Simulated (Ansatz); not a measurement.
Geometry optimisation, Ansatz 0.2.0, RHF/def2-SVP.

The input (input.yaml):

```yaml
crystal:
  periodic: [false, false, false]
  atoms:
    - { symbol: Zr, position_ang: [0.181043, 0.0, -0.053542] }
    - { symbol: F, position_ang: [0.142966, 0.0, 1.892201] }
    - { symbol: F, position_ang: [1.990234, 0.0, -0.619021] }
    - { symbol: F, position_ang: [-0.651191, 1.55348, -0.756289] }
    - { symbol: F, position_ang: [-0.651191, -1.55348, -0.756289] }
    - { symbol: H, position_ang: [-2.550896, 0.0, 1.300739] }
    - { symbol: H, position_ang: [-1.982464, 0.0, 1.730001] }
basis:
  gaussian: { orbitals: def2-SVP }
hamiltonian:
  xc: hf
relax:
  f_tol: 0.03
  max_steps: 50
```

Command:

```bash
$ ansatz run input.yaml --threads 1 --pin off --max-ram 2048MiB --backend cpu --events-out ev --progress --plain --runs-dir out
```

Problem. Where does it end, and by what steps?

Solution. The forces met the threshold. The force dipped under the threshold on the way, but the program's further checks kept it going. After 8 steps the energy has fallen by 0.123 eV; H7 moved furthest, 0.38 Å.

| step | energy less start (eV) | largest force component (eV/Å) | accepted |
| --- | --- | --- | --- |
| 0 | 0.0000 | 1.228 | yes |
| 1 | -0.1009 | 0.489 | yes |
| 2 | -0.1173 | 0.129 | yes |
| 3 | -0.1208 | 0.150 | yes |
| 4 | -0.1220 | 0.045 | yes |
| 5 | -0.1225 | 0.012 | yes |
| 6 | -0.1231 | 0.033 | yes |
| 7 | -0.1234 | 0.039 | yes |
| 8 | -0.1235 | 0.013 | yes |

```xyz
7
Properties=species:S:1:pos:R:3
Zr 0.296 0.000 -0.036
F 0.491 0.000 1.857
F 2.027 0.000 -0.817
F -0.624 1.559 -0.614
F -0.624 -1.559 -0.614
H -2.735 0.000 1.160
H -2.351 0.000 1.802
```

The run took 19 s on 1 thread of Arm Neoverse V2 (shared host), peak memory 0.18 GiB.
